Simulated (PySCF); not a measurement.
r2SCAN on Ho⁺ (holmium, charge +1), [Xe] 4f12, one real determinant (an excited configuration). All numbers are calculated (PySCF 2.14, the spin-free X2C one-electron Hamiltonian (Gaussian nucleus), in x2c-TZVPPall).

```
cycle= 1 E= -12615.5344601418  delta_E= 0.0563  |g|= 0.987  |ddm|= 0.443
cycle= 2 E= -12614.8273127574  delta_E= 0.707  |g|= 2.92  |ddm|= 1.01
cycle= 3 E= -12615.6320085907  delta_E= -0.805  |g|= 0.152  |ddm|= 0.687
cycle= 4 E= -12615.6343866226  delta_E= -0.00238  |g|= 0.0703  |ddm|= 0.242
cycle= 5 E= -12615.6348959456  delta_E= -0.000509  |g|= 0.00964  |ddm|= 0.082
cycle= 6 E= -12615.6349079285  delta_E= -1.2e-05  |g|= 0.00255  |ddm|= 0.00789
cycle= 7 E= -12615.6349082483  delta_E= -3.2e-07  |g|= 0.00217  |ddm|= 0.0102
cycle= 8 E= -12615.6349084178  delta_E= -1.7e-07  |g|= 0.000578  |ddm|= 0.00687
cycle= 9 E= -12615.6349084196  delta_E= -1.75e-09  |g|= 1.36e-05  |ddm|= 0.00158
cycle= 10 E= -12615.6349084196  delta_E= -2.91e-11  |g|= 7.6e-06  |ddm|= 5.19e-05
converged SCF energy = -12615.6349084196  <S^2> = 2.0046084  2S+1 = 3.0030707
```

Highest occupied orbital energy: 0.488 eV; ⟨L²⟩ = 24.14; populations by l: s 10.00, p 24.01, d 20.00, f 11.99.

**Question.** Can this result be used?

**Answer.** Not for this state. The calculation finished and met its thresholds. ⟨L²⟩ = 24.14 against 30 for a pure H term, so this real determinant mixes terms. Spin-orbit coupling, absent here, splits the open shell strongly. At r2SCAN the highest occupied level has a positive energy, so only the finite basis holds that electron; for this excited configuration the basis is too tight for the outer shell.
